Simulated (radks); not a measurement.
The numbers below are computed, except where a source is named.
Isoelectronic series with 1 electrons, all held in the configuration 1s1, which need not be the ground one along the series. Code: a radial shooting solver on a logarithmic mesh with Libxc functionals. Model: scalar-relativistic Kohn-Sham, PBE, spin-polarised, spherical densities, finite nucleus; open shells are filled with parallel spins first (spin-orbit coupling, left out, can overturn this in heavy ions); Fermi nuclear charge, rms radius of each element as measured or else 0.836 A^(1/3) + 0.57 fm. Total energies (hartree) and orbital eigenvalues (eV) (* marks an orbital that is empty in some or all of the ions):

Cl16+: E (hartree) -144.95746; 2p up* -910.6250; 1s up -3838.398
Ar17+: E (hartree) -162.59580; 2p up* -1025.785; 1s up -4312.028
K18+: E (hartree) -181.26065; 2p up* -1147.845; 1s up -4813.577
Ca19+: E (hartree) -200.95509; 2p up* -1276.815; 1s up -5343.128
Sc20+: E (hartree) -221.68238; 2p up* -1412.708; 1s up -5900.769
Ti21+: E (hartree) -243.44601; 2p up* -1555.537; 1s up -6486.594
V22+: E (hartree) -266.24966; 2p up* -1705.314; 1s up -7100.702
Cr23+: E (hartree) -290.09712; 2p up* -1862.055; 1s up -7743.196
Mn24+: E (hartree) -314.99246; 2p up* -2025.772; 1s up -8414.185
Fe25+: E (hartree) -340.93994; 2p up* -2196.483; 1s up -9113.784
Co26+: E (hartree) -367.94397; 2p up* -2374.202; 1s up -9842.113
Ni27+: E (hartree) -396.00930; 2p up* -2558.946; 1s up -10599.30
Cu28+: E (hartree) -425.14055; 2p up* -2750.733; 1s up -11385.47
Zn29+: E (hartree) -455.34304; 2p up* -2949.580; 1s up -12200.77
Ga30+: E (hartree) -486.62194; 2p up* -3155.506; 1s up -13045.33
Ge31+: E (hartree) -518.98279; 2p up* -3368.529; 1s up -13919.31
As32+: E (hartree) -552.43151; 2p up* -3588.671; 1s up -14822.86
Se33+: E (hartree) -586.97390; 2p up* -3815.951; 1s up -15756.15
Br34+: E (hartree) -622.61633; 2p up* -4050.391; 1s up -16719.34
Kr35+: E (hartree) -659.36520; 2p up* -4292.013; 1s up -17712.61
Rb36+: E (hartree) -697.22731; 2p up* -4540.839; 1s up -18736.14
